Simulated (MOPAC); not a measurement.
MOPAC input (MNDO):

```
MNDO 1SCF UHF MS=0.5 GEO-OK AUX(PRECISION=9) THREADS=1
CClF2

F    -0.67566500 1   -0.86675400 1   -1.05113900 1
C    -0.53150000 1   -0.06471900 1   -0.00882400 1
F    -0.72804300 1   -0.73213900 1    1.11651500 1
Cl    0.93072800 1    0.86931500 1   -0.03149700 1
```

Output:

```
 *******************************************************************************
 **                                                                           **
 **                              MOPAC v23.2.5                                **
 **                                                                           **
 *******************************************************************************
 ** MOPAC's Digital Object Identifier: https://doi.org/10.5281/zenodo.6511958 **
 **                                                                           **
 ** Please cite the open-source release paper for use of this MOPAC version:  **
 ** J. E. Moussa and J. J. P. Stewart (2026)                                  **
 ** MOPAC: An open-source semiempirical molecular orbital program             **
 ** J. Open Source Softw., 11(119), 8025, https://doi.org/10.21105/joss.08025 **
 *******************************************************************************

                              MNDO CALCULATION RESULTS

 *******************************************************************************
 *  MNDO       - The MNDO Hamiltonian to be used
 *  GEO-OK     - OVERRIDE INTERATOMIC DISTANCE AND OTHER SAFETY CHECKS
 *  UHF        - UNRESTRICTED HARTREE-FOCK CALCULATION
 *  MS=        - IN MECI, MAGNETIC COMPONENT OF SPIN =  0.5
 *  1SCF       - DO 1 SCF AND THEN STOP
 *  AUX        - OUTPUT AUXILIARY INFORMATION
 *******************************************************************************
MNDO 1SCF UHF MS=0.5 GEO-OK AUX(PRECISION=9) THREADS=1
 CClF2

   ATOM   CHEMICAL          X               Y               Z
  NUMBER   SYMBOL      (ANGSTROMS)     (ANGSTROMS)     (ANGSTROMS)

     1       F         -0.67566500  *  -0.86675400  *  -1.05113900  *
     2       C         -0.53150000  *  -0.06471900  *  -0.00882400  *
     3       F         -0.72804300  *  -0.73213900  *   1.11651500  *
     4      Cl          0.93072800  *   0.86931500  *  -0.03149700  *

          CARTESIAN COORDINATES

    NO.       ATOM           X           Y           Z

     1         F         -0.6757     -0.8668     -1.0511
     2         C         -0.5315     -0.0647     -0.0088
     3         F         -0.7280     -0.7321      1.1165
     4        Cl          0.9307      0.8693     -0.0315

  C: (MNDO): M.J.S. DEWAR, W. THIEL, J. AM. CHEM. SOC., 99, 4899, (1977)
  F: (MNDO): M.J.S. DEWAR, H.S. RZEPA, J. AM. CHEM. SOC., 100, 777, (1978)
 Cl: (MNDO): M.J.S.DEWAR, H.S.RZEPA, J. COMP. CHEM., 4, 158, (1983)

           Empirical Formula: C F2 Cl  =     4 atoms

      MOLECULAR POINT GROUP   :   Cs

          UHF CALCULATION, NO. OF ALPHA ELECTRONS =   13
                           NO. OF BETA  ELECTRONS =   12

 -------------------------------------------------------------------------------
 MNDO 1SCF UHF MS=0.5 GEO-OK AUX(PRECISION=9) THREADS=1
 CClF2

     1SCF WAS SPECIFIED, SO BFGS WAS NOT USED
     SCF FIELD WAS ACHIEVED

                              MNDO CALCULATION
                                                       MOPAC v23.2.5 Linux

          FINAL HEAT OF FORMATION =        -86.20536 KCAL/MOL =    -360.68321 KJ/MOL

          COSMO AREA              =         91.01 SQUARE ANGSTROMS
          COSMO VOLUME            =         73.97 CUBIC ANGSTROMS

          IONIZATION POTENTIAL    =         11.478942 EV
          ALPHA SOMO LUMO (EV)    =        -11.479 -0.525
          BETA  SOMO LUMO (EV)    =        -13.882 -1.266
          NO. OF ALPHA ELECTRONS  =         13
          NO. OF BETA  ELECTRONS  =         12
          MOLECULAR WEIGHT        =         85.4608         POINT GROUP:  Cs

          MOLECULAR DIMENSIONS (Angstroms)

            Atom       Atom       Distance
           Cl     4    F     3     2.57568
            F     1   Cl     4     1.96982
            F     1    C     2     0.39276

          SCF CALCULATIONS        =          1

   ATOM   CHEMICAL          X               Y               Z
  NUMBER   SYMBOL      (ANGSTROMS)     (ANGSTROMS)     (ANGSTROMS)

     1       F         -0.67566500  *  -0.86675400  *  -1.05113900  *
     2       C         -0.53150000  *  -0.06471900  *  -0.00882400  *
     3       F         -0.72804300  *  -0.73213900  *   1.11651500  *
     4      Cl          0.93072800  *   0.86931500  *  -0.03149700  *

                             CARTESIAN COORDINATES

   1    F       -0.675665000    -0.866754000    -1.051139000
   2    C       -0.531500000    -0.064719000    -0.008824000
   3    F       -0.728043000    -0.732139000     1.116515000
   4   Cl        0.930728000     0.869315000    -0.031497000

           Empirical Formula: C F2 Cl  =     4 atoms

      MOLECULAR POINT GROUP   :   Cs

          ALPHA EIGENVALUES
 -50.43526 -45.35006 -27.90912 -24.48727 -20.16991 -20.09860 -19.20194 -17.03278
 -16.62834 -15.94151 -14.22397 -13.95964 -11.47894  -0.52486   3.28575   3.53471

           BETA EIGENVALUES
 -49.98639 -45.04459 -27.43439 -23.78970 -19.87905 -19.85396 -18.27983 -16.61492
 -16.46569 -15.64027 -13.98005 -13.88156  -1.26637   0.10455   3.84250   4.38062

              NET ATOMIC CHARGES AND DIPOLE CONTRIBUTIONS

  ATOM NO.   TYPE          CHARGE      No. of ELECS.   s-Pop       p-Pop
    1          F          -0.160852        7.1609     1.88155     5.27930
    2          C           0.393383        3.6066     1.30151     2.30511
    3          F          -0.160852        7.1609     1.88155     5.27930
    4         Cl          -0.071679        7.0717     1.98375     5.08793
 DIPOLE           X         Y         Z       TOTAL
 POINT-CHG.    -0.240     0.814    -0.056     0.850
 HYBRID         0.279    -0.326     0.027     0.430
 SUM            0.038     0.488    -0.029     0.490

          ATOMIC ORBITAL ELECTRON POPULATIONS

     Atom    s        px        py        pz
    1  F   1.88155   1.91761   1.74439   1.61729
    2  C   1.30151   0.80443   0.84246   0.65823
    3  F   1.88155   1.91201   1.80712   1.56017
    4 Cl   1.98375   1.36363   1.73774   1.98656

                    (SZ)    =    0.500000
                    (S**2)  =    0.754614

          ATOMIC ORBITAL SPIN POPULATIONS

    Atom   Total    s     px     py     pz
         Atomic
    1  F  0.0664  0.003  0.027  0.046 -0.010
    2  C  0.7424  0.179  0.299  0.254  0.010
    3  F  0.0664  0.003  0.025  0.043 -0.005
    4 Cl  0.1249  0.001  0.152 -0.027 -0.000

 **********************
 *                    *
 * JOB ENDED NORMALLY *
 *                    *
 **********************

 == MOPAC DONE ==
```

The geometry given is a B3LYP-D3(BJ)/def2-TZVP minimum.
